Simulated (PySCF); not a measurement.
## Radial density of I⁺ (iodine, charge +1)

M06-L, [Kr] 4d10 5s2 5p4, high-spin 3P determinant. Computed with PySCF 2.14 in x2c-SVPall, with the spin-free X2C one-electron Hamiltonian (Gaussian nucleus).

```json
{"r (bohr)": "0.0206", "4πr²ρ (e/bohr)": "68.99", "4πr²(ρα − ρβ)": "0.0084"}
{"r (bohr)": "0.0346", "4πr²ρ (e/bohr)": "59.42", "4πr²(ρα − ρβ)": "0.0270"}
{"r (bohr)": "0.0582", "4πr²ρ (e/bohr)": "75.01", "4πr²(ρα − ρβ)": "0.0471"}
{"r (bohr)": "0.0980", "4πr²ρ (e/bohr)": "85.57", "4πr²(ρα − ρβ)": "0.0098"}
{"r (bohr)": "0.165", "4πr²ρ (e/bohr)": "62.81", "4πr²(ρα − ρβ)": "0.0368"}
{"r (bohr)": "0.277", "4πr²ρ (e/bohr)": "71.13", "4πr²(ρα − ρβ)": "0.0666"}
{"r (bohr)": "0.466", "4πr²ρ (e/bohr)": "25.18", "4πr²(ρα − ρβ)": "0.1013"}
{"r (bohr)": "0.784", "4πr²ρ (e/bohr)": "26.84", "4πr²(ρα − ρβ)": "0.0978"}
{"r (bohr)": "1.32", "4πr²ρ (e/bohr)": "7.876", "4πr²(ρα − ρβ)": "0.4655"}
{"r (bohr)": "2.22", "4πr²ρ (e/bohr)": "3.288", "4πr²(ρα − ρβ)": "1.0582"}
{"r (bohr)": "3.73", "4πr²ρ (e/bohr)": "0.4956", "4πr²(ρα − ρβ)": "0.1974"}
{"r (bohr)": "6.28", "4πr²ρ (e/bohr)": "0.004301", "4πr²(ρα − ρβ)": "0.0018"}
```

Densities and radii are taken from the X2C orbitals without a picture-change correction, which distorts them close to the nucleus.
